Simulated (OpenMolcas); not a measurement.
**W+: effect of the IPEA shift**

| Quantity | Value |
| --- | --- |
| Program | OpenMolcas |
| Basis | ANO-RCC-VTZP [8s7p5d3f2g1h] |
| Scalar Hamiltonian | DKH2, point nucleus |
| Active space | 5 electrons in 9 orbitals (RAS2 5d 6s; RAS3 6p, at most 2 electrons) |
| State averaging | 2S+1 = 6 even, 6 roots; 2S+1 = 4 even, 84 roots kept (CI in the orbitals of an earlier block); 2S+1 = 2 even, 90 roots kept (CI in the orbitals of an earlier block); 2S+1 = 6 odd, 44 roots (31 in the spin-orbit step); 2S+1 = 4 odd, 69 roots kept (CI in the orbitals of an earlier block, 8 in the spin-orbit step); 2S+1 = 2 odd, 25 roots kept (CI in the orbitals of an earlier block, 1 in the spin-orbit step) |
| Spin-orbit coupling | state interaction with AMFI integrals over the reference wave functions, term energies averaged over their components |

Methods on the same reference wave functions:
A. RASSCF
B. MS-RASPT2, IPEA 0 Eh, imaginary shift 0.1 Eh (closed shells correlated: 5s 5p)
C. MS-RASPT2, IPEA 0.25 Eh, imaginary shift 0.1 Eh (closed shells correlated: 5s 5p)

Energies in cm⁻¹ above 5d⁴ 6s ⁶D_1/2, the measured ground level; measured values from NIST Handbook of Basic Atomic Spectroscopic Data.

| Level | A | B | C | Measured |
| --- | --- | --- | --- | --- |
| 5d⁴ 6s ⁶D_1/2 | 0.0 | 0.0 | 0.0 | 0.0 |
| 5d⁴ 6s ⁶D_3/2 | 1370 | 1731 | 1604 | 1519 |
| 5d⁴ 6s ⁶D_5/2 | 2995 | 3570 | 3360 | 3172 |
| 5d⁴ 6s ⁶D_7/2 | 4611 | 5160 | 4960 | 4716 |
| 5d⁴ 6s ⁶D_9/2 | 6177 | 6550 | 6410 | 6147 |
| 5d⁵ ⁶S_5/2 | 8229 | 7950 | 8110 | 7420 |
| 5d⁴ 6s ⁴P_1/2(1) [64 %] | 11505 | 8990 | 9640 |  |
| 5d³ 6s² ⁴F_3/2 [50 %] | 12798 | 9940 | 10610 |  |
| 5d³ 6s² ⁴F_5/2 | 14812 | 12030 | 12620 |  |
| 5d⁴ 6s ⁴D_1/2(1) | 16263 | 14140 | 14590 |  |
| 5d³ 6s² ⁴F_7/2 | 16606 | 13990 | 14530 |  |
| 5d⁴ 6s ⁴P_5/2(1) [58 %] | 16721 | 14160 | 14820 |  |
| 5d⁴ 6s ⁴D_3/2(1) | 17989 | 15820 | 16290 |  |
| 5d³ 6s² ⁴F_9/2 [59 %] | 18058 | 15560 | 16110 |  |
| 5d⁴ 6s ⁴G_5/2 [56 %] | 20288 | 17520 | 18280 |  |
| 5d⁴ 6s ⁴H_11/2 [54 %] | 20945 | 18840 | 19410 |  |
| 5d⁴ 6s ⁴H_13/2 | 22905 | 21100 | 21560 |  |
| 5d⁴ 6s ²D_3/2(1) [58 %] | 23870 | 20000 | 21120 |  |
| 5d⁴ 6s ²P_1/2 [57 %] | 24044 | 20860 | 21700 |  |
| 5d⁴ 6s ⁴G_11/2 [53 %] | 24903 | 22550 | 23150 |  |
| 5d⁴ 6s ⁴F_3/2(1) | 25091 | 21730 | 22620 |  |
| 5d⁴ 6s ⁴F_5/2(1) | 26538 | 23290 | 24120 |  |
| 5d⁴ 6s ⁴D_3/2(2) [63 %] | 27457 | 24010 | 24950 |  |

Deviations, from unrounded energies. A percentage is the sum of absolute deviations over the sum of measured energies, with the sign that they share, or ± where signs differ.

```json
{"Against measurement": "mean absolute deviation (cm-1)", "Levels": "5", "A": "250", "B": "400", "C": "300"}
{"Against measurement": "fine structure of the ground term (%)", "Levels": "4", "A": "±3.0", "B": "+9.4", "C": "+5.0"}
{"Against measurement": "other configurations (%)", "Levels": "1", "A": "+10.9", "B": "+7.2", "C": "+9.3"}
```

A lies closest to measurement on these levels and B furthest from it. The largest miss of A in the table is 5d⁵ ⁶S_5/2, by +810 cm-1. The ranking rests on the paired levels alone, and a cruder setting can come out closer through cancelling errors.

Between B and C the level of the table that moves most is 5d⁴ 6s ²D_3/2(1) [58 %], by 1100 cm-1 (lowest in B, highest in C). Moves below CASPT2's spread within the term are not significant.

The mean deviations of B to C differ by less than CASPT2's widest spread within a term (370 cm-1), so their order carries little weight.

From A to B the spin-free energies of the other terms of 5d⁴ 6s shown, above ⁶D, scale by factors of 0.63 to 0.86.

The lowest spin-free term lies below A's lowest term by 0.315 hartree in B, 0.305 hartree in C.

CASPT2 does not keep the components of a term degenerate, so their means are used; among the terms shown or strongly mixed into the levels shown the widest spread is 370 cm-1 (5d³ 6s² ⁴F, B). Some high roots are left out of the spin-orbit mixing, which shifts the levels that they would mix with. Terms from blocks run as CI alone lack orbitals of their own. Configurations are named by rounded mean occupations; where the s occupation lies near a half they are strongly mixed, a name can repeat and a true partner stay unpaired. A single d shell beside an s shell can misplace configurations of different d count against each other. Without dynamic correlation excited terms often stand tens of per cent too high (terms of higher spin than the ground term too low), and those without a measured partner can miss by more than the paired ones (holds for A). Blocks of more than 70 roots (2S+1 = 4 even, 2 even) ran without multistate coupling (holds for B; C). Measured partners are found by configuration, term and J. A level has none where our copy of the source lacks it or the pairing is in doubt (some pairs that miss far off the trend of their configuration count as doubtful), and it then counts in no deviation. Levels of configurations outside the active space are missing. The table leaves out levels that lie high or whose names do not pair safely across all columns.

A share in square brackets marks a mixed level and gives the weight of the term that names it, the lowest over the columns. A number in round brackets counts repeated terms of one configuration in the order of the reference energies.
